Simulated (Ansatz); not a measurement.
C2H7AlO2, SMILES `C[CH2][Al]([OH])[OH]`, 12 atoms. The species carries charge 0 and has multiplicity 1. All runs use 4 threads of an Arm Neoverse V1 on a shared host. Correlated methods freeze the cores.

(1) How many basis functions does each run have, and how long does it take in Ansatz? RKS PBE0-D4/def2-TZVPP energy; direct RPA on PBE orbitals/def2-TZVPP energy; RHF-CCSD(T)/def2-SVP energy; RKS ωB97M-V/def2-QZVPP energy; RKS ωB97M-V/def2-SVP energy; RHF-MP2/def2-QZVPP energy; RKS PBE0-D4/def2-TZVP frequencies; RKS PBE0-D4/def2-TZVP relaxation (20 steps); RKS PBE0-D4/def2-QZVPP energy; RKS PBE0-D4/def2-SVP energy; RKS PBE-QIDH (frozen core)/def2-TZVPP energy; RHF-CCSD(T)/def2-TZVPP energy. (An estimate is asked.)

Results:

(1) Computed: Other jobs shared the machine, so times are rough.

| level | job | functions | wall time | peak host memory (GiB) |
| --- | --- | --- | --- | --- |
| RKS PBE0-D4/def2-SVP | energy | 109 | 1.1 s | 0.46 |
| RKS PBE0-D4/def2-TZVPP | energy | 264 | 3.1 s | 0.62 |
| RKS ωB97M-V/def2-SVP | energy | 109 | 4.4 s | 0.46 |
| RHF-CCSD(T)/def2-SVP | energy | 109 | 6 s | 0.53 |
| RKS PBE-QIDH (frozen core)/def2-TZVPP | energy | 264 | 6 s | 0.67 |
| direct RPA on PBE orbitals/def2-TZVPP | energy | 264 | 8.5 s | 0.69 |
| RKS PBE0-D4/def2-QZVPP | energy | 508 | 9.5 s | 1.7 |
| RHF-MP2/def2-QZVPP | energy | 508 | 22 s | 3.2 |
| RKS ωB97M-V/def2-QZVPP | energy | 508 | 22 s | 2.1 |
| RKS PBE0-D4/def2-TZVP | relaxation (20 steps) | 203 | 63 s | 0.5 |
| RKS PBE0-D4/def2-TZVP | frequencies | 203 | 2.7 min | 0.49 |
| RHF-CCSD(T)/def2-TZVPP | energy | 264 | 2.9 min | 6.6 |
